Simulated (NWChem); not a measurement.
Species: C$_{2}$H$_{2}$BrI; SMILES Br/C=C\I

This build's default masses of Se (78.918 u) and Br (79.917 u) are each other's, which moves their modes by up to 0.6 %. def2 effective core potentials on I; no spin-orbit coupling.

Q: Give the equilibrium geometry at PBE0/def2-SVP with def2 effective core potentials on I (NWChem) as a Z-matrix, with the point group.

A: point group Cs; any orientation.
```
C
C 1 1.3321
H 1 1.0928 2 119.71
H 2 1.0933 1 120.22 3 0.00
Br 2 1.8653 4 113.54 1 180.00
I 1 2.0770 3 113.88 2 180.00
```
